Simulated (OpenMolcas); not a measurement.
Rh⁺: input and output

Input:

```
&GATEWAY
Coord
1

Rh 0.0 0.0 0.0
Basis=ANO-RCC-VDZ
Group=XYZ
NoMove
AngMom=0.0 0.0 0.0
AMFI
&SEWARD
&RASSCF
FileOrb=start.orb
Symmetry=1
Spin=5
nActEl=8 0 0
Inactive=9 9
Ras2=6 0
CIRoot=10 10 1
SDav=15
CIMx=300
Iter=120 100
PrWF=0.3
OrbListing=Nothing
MaxOrb=0
Atom
>>> COPY $Project.JobIph JOB001
&RASSCF
FileOrb=start.orb
Symmetry=1
Spin=3
nActEl=8 0 0
Inactive=9 9
Ras2=6 0
CIRoot=105 105 1
SDav=105
CIMx=300
Iter=120 100
PrWF=0.3
OrbListing=Nothing
MaxOrb=0
Atom
CIOnly
>>> COPY $Project.JobIph JOB002
&RASSCF
FileOrb=start.orb
Symmetry=1
Spin=1
nActEl=8 0 0
Inactive=9 9
Ras2=6 0
CIRoot=105 105 1
SDav=105
CIMx=300
Iter=120 100
PrWF=0.3
OrbListing=Nothing
MaxOrb=0
Atom
CIOnly
>>> COPY $Project.JobIph JOB003
&RASSI
NrOfJobIphs=3 10 55 42
1 2 3 4 5 6 7 8 9 10
1 2 3 4 5 6 7 8 9 10 11 12 13 14 15 16 17 18 19 20 21 22 23 24 25 26 27
28 29 30 31 32 33 34 35 36 37 38 39 40 41 42 43 44 45 46 47 48 49 50 51
52 53 54 55
1 2 3 4 5 6 7 8 9 10 11 12 13 14 15 16 17 18 19 20 21 22 23 24 25 26 27
28 29 30 31 32 33 34 35 36 37 38 39 40 41 42
IphNames
JOB001
JOB002
JOB003
EJob
SpinOrbit
DIPRint=1.0
SOCoupling=1000.0
Subsets=2
MEES
Property=10
'ANGMOM' 1 'ANGMOM' 2 'ANGMOM' 3 'MLTPL  1' 1 'MLTPL  1' 2 'MLTPL  1' 3
'AMFI' 1 'AMFI' 2 'AMFI' 3 'MLTPL  2' 6
SOProperty=3
'ANGMOM' 1 'ANGMOM' 2 'ANGMOM' 3
```

Launched by
```bash
OMP_NUM_THREADS=1 MOLCAS_MEM=2252 MOLCAS_PROJECT=a pymolcas a.inp > a.log  # once for each step of the input, in one work folder
```

A driver script runs the steps one by one and writes start.orb anew before each from the orbitals found so far, so a CI-only block uses the converged orbitals of the first block.

Output, cut to the results:

```
--- SEWARD ---
Basis set label: RH.ANO-RCC...6S5P3D.

      Electronic valence basis set:
      ------------------
      Associated Effective Charge  45.000000 au
      Associated Actual Charge     45.000000 au
      Nuclear Model: Point charge

      Shell  nPrim  nBasis  Cartesian Spherical Contaminant
         s      21       6        X
         p      18       5        X
         d      13       3                 X
                  Relativistic Douglas-Kroll-Hess integrals:
                    - DKH order of Hamiltonian: 2
                    - DKH order of Properties : 0
                  Atomic mean-field integrals
--- RASSCF ---
Wave function specifications:
      -----------------------------

      Number of closed shell electrons          36
      Number of electrons in active shells       8
      Max number of holes in RAS1 space          0
      Max nr of electrons in RAS3 space          0
      Number of inactive orbitals               18
      Number of active orbitals                  6
      Number of secondary orbitals              12
      Spin quantum number                      2.0
      State symmetry                             1
Orbital specifications:
      -----------------------

      Symmetry species                           1   2
                                                ag  au
      Frozen orbitals                            0   0
      Inactive orbitals                          9   9
      Active orbitals                            6   0
      RAS1 orbitals                              0   0
      RAS2 orbitals                              6   0
      RAS3 orbitals                              0   0
      Secondary orbitals                         6   6
      Deleted orbitals                           0   0
      Number of basis functions                 21  15
      Number of CSFs                            15
      Number of root(s) required                10
      Iter CI   SX   CI       RASSCF       Energy    max ROT     max BLB   max BLB  Level Ln srch  Step   QN
          iter iter root      energy       change     param      element    value   shift minimum  type update
 Nr of preliminary CI iterations:   1
      Total energies have been shifted. Add                -4000.00 au
        1   1    5    0  -780.13644292    0.00E+00  -2.80E-02   10  17 1 -4.37E-02*  0.12   0.00    SX    NO
        2   1    5    0  -780.13942281   -2.98E-03*  1.16E-02    7  13 2 -3.20E-02*  0.11   0.00    SX    NO
        3   1    5    0  -780.14028569   -8.63E-04*  6.84E-03    7  13 2  1.71E-02*  0.11   0.00    SX    NO
        4   1    5    0  -780.14056619   -2.80E-04*  3.87E-03    7  13 2 -9.99E-03*  0.11   0.00    SX    NO
        5   1    5    0  -780.14065855   -9.24E-05*  1.40E-03    7  13 2  5.73E-03*  0.11   0.63    QN   YES
        6   1    4    0  -780.14070409   -4.55E-05*  3.95E-05    7  13 2  3.94E-05   0.11   1.01    QN   YES
        7   1    3    0  -780.14070409   -2.65E-09  -9.81E-06   15  16 1 -4.36E-06   0.11   1.06    QN   YES
      Convergence after  7 iterations
        8   1    3    0  -780.14070409   -5.82E-11  -9.81E-06   15  16 1 -8.24E-07   0.11   1.06    QN   YES
      Natural orbitals and occupation numbers for root  1
      sym 1:   1.753125   1.246875   1.246875   1.753125   1.000000   1.000000
      Natural orbitals and occupation numbers for root  2
      sym 1:   1.000000   1.151645   1.151645   1.848355   1.848355   1.000000
      Natural orbitals and occupation numbers for root  3
      sym 1:   1.761168   1.761168   1.000000   1.238832   1.238832   1.000000
::    RASSCF root number  1 Total energy:  -4780.15862711
::    RASSCF root number  2 Total energy:  -4780.15862711
::    RASSCF root number  3 Total energy:  -4780.15862711
::    RASSCF root number  4 Total energy:  -4780.15862711
::    RASSCF root number  5 Total energy:  -4780.15862711
::    RASSCF root number  6 Total energy:  -4780.15862711
::    RASSCF root number  7 Total energy:  -4780.15862711
::    RASSCF root number  8 Total energy:  -4780.09888373
::    RASSCF root number  9 Total energy:  -4780.09888373
::    RASSCF root number 10 Total energy:  -4780.09888373
--- RASSCF ---
Wave function specifications:
      -----------------------------

      Number of closed shell electrons          36
      Number of electrons in active shells       8
      Max number of holes in RAS1 space          0
      Max nr of electrons in RAS3 space          0
      Number of inactive orbitals               18
...
--- RASSI ---
SPIN-FREE ENERGIES:
  (Shifted by EMIN (a.u.) =      -4780.1799408282)

 SF State       Relative EMIN(au)   Rel lowest level(eV)    D:o, cm**(-1)      L_eff

    11             0.0000000000        0.0000000000              0.0000         3.0
    12             0.0000000000        0.0000000000              0.0000         3.0
    13             0.0000000000        0.0000000000              0.0000         3.0
    14             0.0000000000        0.0000000000              0.0000         3.0
    15             0.0000000000        0.0000000000              0.0000         3.0
    16             0.0000000000        0.0000000000              0.0000         3.0
    17             0.0000000000        0.0000000000              0.0000         3.0
     1             0.0213137199        0.5799758640           4677.8208         3.0
     2             0.0213137199        0.5799758640           4677.8208         3.0
     3             0.0213137199        0.5799758640           4677.8208         3.0
     4             0.0213137199        0.5799758640           4677.8208         3.0
     5             0.0213137199        0.5799758640           4677.8208         3.0
     6             0.0213137199        0.5799758640           4677.8208         3.0
     7             0.0213137199        0.5799758640           4677.8208         3.0
    66             0.0468613061        1.2751610999          10284.8679         2.0
    67             0.0468613061        1.2751610999          10284.8679         2.0
    68             0.0468613061        1.2751610999          10284.8679         2.0
    69             0.0468613061        1.2751610999          10284.8679         2.0
    70             0.0468613061        1.2751610999          10284.8679         2.0
    20             0.0492659369        1.3405944382          10812.6233         1.0
    18             0.0492659369        1.3405944382          10812.6233         1.0
...
```

Levels above the lowest, from the spin-orbit matrix, grouped by J:

```json
{"Configuration": "4d⁸", "Term": "³F", "J": "4", "E (cm⁻¹)": "0.0", "Measured (cm⁻¹)": "0.0", "g": "1.249", "Term weight %": "100", "Second": ""}
{"Configuration": "4d⁸", "Term": "³F", "J": "3", "E (cm⁻¹)": "2618", "Measured (cm⁻¹)": "2401", "g": "1.084", "Term weight %": "100", "Second": ""}
{"Configuration": "4d⁸", "Term": "³F", "J": "2", "E (cm⁻¹)": "4039", "Measured (cm⁻¹)": "3581", "g": "0.687", "Term weight %": "94", "Second": "6 ¹D"}
{"Configuration": "4d⁷ 5s", "Term": "⁵F", "J": "5", "E (cm⁻¹)": "4515", "Measured (cm⁻¹)": "16885", "g": "1.398", "Term weight %": "99", "Second": ""}
{"Configuration": "4d⁷ 5s", "Term": "⁵F", "J": "4", "E (cm⁻¹)": "6180", "Measured (cm⁻¹)": "18540", "g": "1.348", "Term weight %": "99", "Second": ""}
{"Configuration": "4d⁷ 5s", "Term": "⁵F", "J": "3", "E (cm⁻¹)": "7449", "Measured (cm⁻¹)": "19792", "g": "1.249", "Term weight %": "99", "Second": ""}
{"Configuration": "4d⁷ 5s", "Term": "⁵F", "J": "2", "E (cm⁻¹)": "8333", "Measured (cm⁻¹)": "20647", "g": "1.001", "Term weight %": "99", "Second": ""}
{"Configuration": "4d⁷ 5s", "Term": "⁵F", "J": "1", "E (cm⁻¹)": "8891", "Measured (cm⁻¹)": "21180", "g": "0.006", "Term weight %": "98", "Second": ""}
{"Configuration": "4d⁸", "Term": "³P", "J": "2", "E (cm⁻¹)": "10605", "Measured (cm⁻¹)": "8164", "g": "1.281", "Term weight %": "58", "Second": "38 ¹D"}
{"Configuration": "4d⁸", "Term": "³P", "J": "1", "E (cm⁻¹)": "13319", "Measured (cm⁻¹)": "10515", "g": "1.508", "Term weight %": "99", "Second": ""}
{"Configuration": "4d⁸", "Term": "³P", "J": "0", "E (cm⁻¹)": "14007", "Measured (cm⁻¹)": "10761", "g": "", "Term weight %": "100", "Second": ""}
{"Configuration": "4d⁸", "Term": "¹D", "J": "2", "E (cm⁻¹)": "14115", "Measured (cm⁻¹)": "11644", "g": "1.202", "Term weight %": "56", "Second": "40 ³P"}
{"Configuration": "4d⁷ 5s", "Term": "³F(1)", "J": "4", "E (cm⁻¹)": "15611", "Measured (cm⁻¹)": "25377", "g": "1.229", "Term weight %": "90", "Second": "6 4d⁸ ¹G"}
{"Configuration": "4d⁷ 5s", "Term": "³F(1)", "J": "3", "E (cm⁻¹)": "17955", "Measured (cm⁻¹)": "27439", "g": "1.087", "Term weight %": "96", "Second": ""}
{"Configuration": "4d⁸", "Term": "¹G", "J": "4", "E (cm⁻¹)": "18198", "Measured (cm⁻¹)": "14855", "g": "1.017", "Term weight %": "93", "Second": "7 4d⁷ 5s ³F(1)"}
{"Configuration": "4d⁷ 5s", "Term": "⁵P", "J": "3", "E (cm⁻¹)": "19063", "Measured (cm⁻¹)": "", "g": "1.661", "Term weight %": "98", "Second": ""}
{"Configuration": "4d⁷ 5s", "Term": "³F(1)", "J": "2", "E (cm⁻¹)": "19422", "Measured (cm⁻¹)": "28835", "g": "0.715", "Term weight %": "94", "Second": "3 ⁵P"}
{"Configuration": "4d⁷ 5s", "Term": "⁵P", "J": "2", "E (cm⁻¹)": "19714", "Measured (cm⁻¹)": "", "g": "1.776", "Term weight %": "91", "Second": "3 ³F(1)"}
{"Configuration": "4d⁷ 5s", "Term": "⁵P", "J": "1", "E (cm⁻¹)": "20518", "Measured (cm⁻¹)": "", "g": "2.465", "Term weight %": "96", "Second": ""}
{"Configuration": "4d⁷ 5s", "Term": "³G", "J": "5", "E (cm⁻¹)": "22103", "Measured (cm⁻¹)": "", "g": "1.191", "Term weight %": "92", "Second": "6 ³H"}
{"Configuration": "4d⁷ 5s", "Term": "³G", "J": "4", "E (cm⁻¹)": "23070", "Measured (cm⁻¹)": "", "g": "1.036", "Term weight %": "88", "Second": "7 ³H"}
{"Configuration": "4d⁷ 5s", "Term": "³G", "J": "3", "E (cm⁻¹)": "24223", "Measured (cm⁻¹)": "", "g": "0.756", "Term weight %": "98", "Second": ""}
{"Configuration": "4d⁷ 5s", "Term": "³H", "J": "6", "E (cm⁻¹)": "26975", "Measured (cm⁻¹)": "", "g": "1.167", "Term weight %": "100", "Second": ""}
{"Configuration": "4d⁷ 5s", "Term": "³P(1)", "J": "2", "E (cm⁻¹)": "27533", "Measured (cm⁻¹)": "", "g": "1.382", "Term weight %": "62", "Second": "35 ³D"}
```

Against the 15 measured excited levels shown (NIST Handbook of Basic Atomic Spectroscopic Data) the mean absolute deviation is 7000 cm-1; the largest miss in energy is 4d⁷ 5s ⁵F₅: computed 4515, measured 16885 cm⁻¹ (-73.3 %). Levels of one J stand in another order than measured, so their pairing by name is doubtful.

Without dynamic correlation excited terms often stand tens of per cent too high (terms of higher spin than the ground term too low), and those without a measured partner can miss by more than the paired ones. Some levels mix across a computed gap that differs much from the measured one, so their mixing is not that of the real levels. Terms from blocks run as CI alone lack orbitals of their own. A single d shell beside an s shell can misplace configurations of different d count against each other. Measured partners are found by configuration, term and J. A level has none where our copy of the source lacks it or the pairing is in doubt (some pairs that miss far off the trend of their configuration count as doubtful), and it then counts in no deviation. Only configurations of the active space appear. The first state left out of the spin-orbit step lies near 43000 cm-1 above the lowest spin-free state of the reference (among the parities and spins computed), and the list stops at four fifths of that energy or lower. The table shows the lowest 24 of 36 levels.

The RASSCF and RASSI steps took 31 s on 1 thread of Arm Neoverse V2, with other jobs on the host; the integral step is not counted.

The term weight is that of the spin-free term in the level, not the purity of its configuration. A number in round brackets counts repeated terms of one configuration in the order of the reference energies.
